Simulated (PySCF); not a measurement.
C3H9AlO, SMILES [CH3][Al]([OH])[CH2]C. The structure is a stationary point at PBE-D3(BJ)/def2-SVP. The structure was generated by enumeration; whether it is a known compound was not checked. One conformer was computed; it need not be the lowest.

Computed equilibrium geometry at PBE-D3(BJ)/def2-SVP (PySCF confirms it by a frequency run) as Cartesian coordinates in Å (one conformer of several):
```xyz
14

Al     0.2982     0.2642     0.3540
C      1.5853     0.2662     1.8313
H      2.5223    -0.2649     1.5586
H      1.1777    -0.2566     2.7231
H      1.8536     1.2978     2.1365
C     -0.3891    -1.3646    -0.5344
C     -1.4046    -1.1533    -1.6686
H     -0.8212    -2.0183     0.2588
H      0.4931    -1.9379    -0.9035
H     -0.9817    -0.5423    -2.4943
H     -2.3154    -0.6245    -1.3154
H     -1.7470    -2.1082    -2.1225
O     -0.2408     1.8253    -0.1656
H     -0.8805     1.9290    -0.8879
```
Charge 0, spin multiplicity 1.
